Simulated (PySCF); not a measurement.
Vertical excitations of a molecule H6O3Si2 from TDA-M06-2X/def2-SVPD (PySCF), as energy in eV (oscillator strength): 6.23 (0.019), 6.97 (0.033), 7.03 (0.007), 7.79 (0.143), 7.91 (0.047), 8.01 (0.002), 8.16 (0.029), 8.42 (0.003), 8.50 (0.037), 8.56 (0.007). Lowest triplet (TDA): 5.67 eV. Geometry optimised at ωB97X-D3(BJ)/def2-SVP. Other conformers were not sampled.

Pick the molecule that these values belong to.
A. O[Si](O)(O)[SiH3]
B. O[SiH2][SiH](O)O
C. O[SiH2]O[SiH2]O
D. O[SiH](O)O[SiH3]

B, O[SiH2][SiH](O)O
